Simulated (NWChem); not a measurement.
System: Ge cation, doublet

The following NWChem deck was run.

```
start job
memory heap 200 mb stack 900 mb global 1100 mb
charge 1
geometry units angstroms noautoz
  Ge     0.000000     0.000000     0.000000
end
basis spherical
  Ge library aug-cc-pvtz
end
dft
  odft
  mult 2
  xc xpbe96 cpbe96
  iterations 150
  mulliken
end
task dft gradient
```

Excerpt of the output:

```
             Northwest Computational Chemistry Package (NWChem) 7.3.0
             --------------------------------------------------------

                             Geometry "geometry" -> ""
                             -------------------------

 Output coordinates in angstroms (scale by  1.889725989 to convert to a.u.)

  No.       Tag          Charge          X              Y              Z
 ---- ---------------- ---------- -------------- -------------- --------------
    1 Ge                  32.0000     0.00000000     0.00000000     0.00000000

 Effective nuclear repulsion energy (a.u.)       0.0000000000

  pbe96 is a nonlocal functional; adding pw91lda local functional.

                                 NWChem DFT Module
                                 -----------------

 Summary of "ao basis" -> "ao basis" (spherical)
 ------------------------------------------------------------------------------
       Tag                 Description            Shells   Functions and Types
 ---------------- ------------------------------  ------  ---------------------
 Ge                       aug-cc-pvtz               19       59   7s6p4d2f

            General Information
            -------------------
          SCF calculation type: DFT
          Wavefunction type:  spin polarized.
          No. of atoms     :     1
          No. of electrons :    31
           Alpha electrons :    16
            Beta electrons :    15
          Charge           :     1
          Spin multiplicity:     2
          Use of symmetry is: off; symmetry adaption is: off
          Maximum number of iterations: 150
          AO basis - number of functions:    59
                     number of shells:    19
          Convergence on energy requested:  1.00D-06
          Convergence on density requested:  1.00D-05
          Convergence on gradient requested:  5.00D-04

              XC Information
              --------------
          PerdewBurkeErnzerhof Exchange Functional  1.000
            Perdew 1991 LDA Correlation Functional  1.000 local
           PerdewBurkeErnz. Correlation Functional  1.000 non-local

             Grid Information
             ----------------
          Grid used for XC integration:  medium
          Radial quadrature: Mura-Knowles
          Angular quadrature: Lebedev.
          Tag              B.-S. Rad. Rad. Pts. Rad. Cut. Ang. Pts.
          ---              ---------- --------- --------- ---------
          Ge                  1.25      112          11.0       590
          Grid pruning is: on
          Number of quadrature shells:   112
          Spatial weights used:  Erf1

      Superposition of Atomic Density Guess
      -------------------------------------

 Sum of atomic energies:       -2075.34639416

 Renormalizing density from      32.00 to     31

      Non-variational initial energy
      ------------------------------

 Total energy =   -2035.110150
 1-e energy   =   -2804.568010
 2-e energy   =     769.457860
 HOMO         =      -0.498027
 LUMO         =      -0.498027

     ---------------------------------------------
      Total Density - Mulliken Population Analysis
     ---------------------------------------------

    Atom       Charge   Shell Charges
 -----------   ------   -------------------------------------------------------
    1 Ge  32    31.00   2.00  2.00  2.18  0.70  0.87  0.27 -0.01  6.00  6.05  0.57  0.19  0.19 -0.00  9.98 -0.01  0.03 -0.00  0.00  0.00

     --------------------------------------------
      Spin Density - Mulliken Population Analysis
     --------------------------------------------

    Atom       Charge   Shell Charges
 -----------   ------   -------------------------------------------------------
    1 Ge  32     1.00   0.00  0.00  0.00  0.00  0.00  0.00  0.00  0.00  0.00  0.61  0.20  0.19 -0.00  0.00  0.00  0.00  0.00  0.00 -0.00

   convergence    iter        energy       DeltaE   RMS-Dens  Diis-err
 ---------------- ----- ----------------- --------- --------- ---------
 d= 0,ls=0.0,diis     1  -2075.9330386456 -2.08D+03  2.15D-02  2.22D+00
                                                     2.06D-02  2.20D+00
 d= 0,ls=0.5,diis     2  -2075.6959263793  2.37D-01  8.53D-03  3.97D+00
                                                     8.37D-03  3.88D+00
 d= 0,ls=0.5,diis     3  -2076.3271756982 -6.31D-01  1.71D-03  9.86D-02
                                                     1.58D-03  9.25D-02
 d= 0,ls=0.5,diis     4  -2076.3497499762 -2.26D-02  4.89D-04  1.11D-03
                                                     3.87D-04  8.19D-04
 d= 0,ls=0.5,diis     5  -2076.3502975425 -5.48D-04  2.07D-04  1.92D-04
                                                     1.25D-04  1.27D-04
  Resetting Diis
 d= 0,ls=0.5,diis     6  -2076.3503980086 -1.00D-04  9.99D-05  2.71D-05
                                                     4.44D-05  9.29D-06
 d= 0,ls=0.5,diis     7  -2076.3504182145 -2.02D-05  5.39D-05  8.36D-06
                                                     2.08D-05  2.17D-06
 d= 0,ls=0.5,diis     8  -2076.3504248832 -6.67D-06  3.15D-05  3.16D-06
                                                     1.35D-05  1.32D-06
 d= 0,ls=0.5,diis     9  -2076.3504269625 -2.08D-06  1.64D-05  6.47D-07
                                                     5.74D-06  3.70D-08
 d= 0,ls=0.5,diis    10  -2076.3504275578 -5.95D-07  8.90D-06  2.52D-07
                                                     2.15D-06  1.76D-08

         Total DFT energy =    -2076.350427783917
      One electron energy =    -2882.797520300033
           Coulomb energy =      884.829396599173
    Exchange-Corr. energy =      -78.382304083058
 Nuclear repulsion energy =        0.000000000000

[...]

                         DFT ENERGY GRADIENTS

    atom               coordinates                        gradient
                 x          y          z           x          y          z
   1 Ge      0.000000   0.000000   0.000000   -0.000000  -0.000000   0.000000
```

Level: PBE/aug-cc-pVTZ, spin-unrestricted. The open p shell is one determinant without spherical averaging. No stability test was run on the SCF state.
